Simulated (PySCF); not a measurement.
Atom-mapped SMILES (the numbers label the heavy atoms): `[CH3:1][O:2][C:3]([F:4])([F:5])[CH:6]([F:7])[F:8]`. Each H is labelled by its parent atom.

- geometry from GFN2-xTB
- PBE0/pcSseg-1 with gauge-including orbitals
- code: PySCF 2.14
- non-relativistic Hamiltonian, rapidly exchanging positions averaged, no solvent, single conformer

Referencing at the same level of theory: ¹³C, ¹H vs TMS; ¹⁷O against H2O; CFCl3 for ¹⁹F.

| atoms | nucleus | count | Hirshfeld charge | δ (ppm) |
| --- | --- | --- | --- | --- |
| C6 | ¹³C | 1 | 0.13 | 116.0 |
| F4/F5 | ¹⁹F | 2 | -0.11 | ? |
| C1 | ¹³C | 1 | -0.03 | ? |
| H(C6) | ¹H | 1 | 0.05 | 5.87 |
| C3 | ¹³C | 1 | 0.22 | 126.1 |
| F7/F8 | ¹⁹F | 2 | -0.10 | -156.9 |
| O2 | ¹⁷O | 1 | -0.13 | 86.3 |
| H(C1) | ¹H | 3 | 0.05 | 3.98 |

Question: Complete the table.

Answer: 
- C1: 52.6 ppm, methyl carbon bonded to O; deshielded by the electronegative neighbour
- F4/F5: -116.9 ppm, fluorine of a CF2 group

Shifts are as computed. Against solution values, carbons near 30 ppm lie about +3 ppm off and those near 130 ppm about +5 ppm. Of 1211 compounds with measured shifts, 218 miss one by over three times the rms of a fit or turn the order of signals round; such compounds aren't used in these exercises. Unscaled 19F shifts against computed CFCl3 carry errors that often reach 10 to 50 ppm. Experimental scales use liquid or dissolved standards, which lie at an offset from isolated H2O (liquid H2O: subtract about 36 ppm).
